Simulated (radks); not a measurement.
Polarisability of neutral technetium, [Kr] 4d5 5s2, at imaginary frequency. All-electron calculation, non-relativistic Kohn-Sham, LB94 model potential, spin-unpolarised, spherical densities, point nucleus; relativity is left out, which matters for an element this heavy. Program: a radial shooting solver on a logarithmic mesh with Libxc functionals. Response by self-consistent Sternheimer equations with the Hartree and adiabatic LDA kernel.

w (hartree),alpha1(iw) (bohr^3)
0.00266,63.50
0.0143,63.16
0.0360,61.34
0.0697,56.19
0.118,46.73
0.186,34.83
0.280,23.90
0.413,15.73
0.605,10.16
0.892,6.413
1.35,3.835
2.12,2.053
3.59,0.9103
6.94,0.3093
17.5,0.07031

Static values: alpha1 = 63.51 bohr^3 (9.411 angstrom^3; uncoupled 127.0). C6 = 669.8, triple-dipole C9 = 29690 atomic units. One-pole (London) frequency 4 C6 / (3 alpha1^2) = 0.221 hartree, against 0.314 for minus the highest occupied eigenvalue. Recommended static value: 79 bohr^3 (Schwerdtfeger and Nagle, 2023 table).

Beside tabulated values, note that spin-unpolarised runs miss the spin-polarisation part of the exchange energy of open shells.
